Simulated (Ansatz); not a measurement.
Program: Ansatz. Geometries: PBE0-D4/def2-TZVP. ΔE: electronic, gas phase. CCSD(T)/CBS adds triple-zeta CCSD(T) − MP2 to the extrapolated MP2 energy (def2 sets, frozen cores). DFT in def2-TZVPP. B3LYP here is the variant with VWN-RPA as its local correlation; programs differ in this. For Ga outer-core shells are correlated without core-valence functions, which leaves a few kJ/mol of doubt a bond. Scalar relativity is left out up to krypton. One conformer a species, not always the lowest.

Reaction (isomerisation): `C=[C]([GaH2])OC` → `C=[C](C)[GaH][OH]`

CCSD(T)/CBS gives -187.3 kJ/mol.

Task: Another level gave -166.9 kJ/mol. Which?
A. PBE-QIDH/def2-TZVPP
B. MP2/def2-TZVPP
C. B97M-V/def2-TZVPP
D. B3LYP-D4/def2-TZVPP

Result: C. B97M-V -166.9, MP2/def2-TZVPP -194.0, B3LYP-D4 -171.3, PBE-QIDH -181.0 kJ/mol.

Largest T1 diagnostic among the species: 0.013.

At CCSD(T), def2-SVP lies +19.2 kJ/mol from the extrapolated value and def2-TZVPP +4.4 kJ/mol. From BLYP to BHLYP (50 % exact exchange), in def2-TZVPP and without D4, ΔE moves by −4.8 kJ/mol.

CCSD(T)/CBS has its own doubt, a few kJ/mol and more with outer-core shells, so smaller differences from it don't rank the levels.
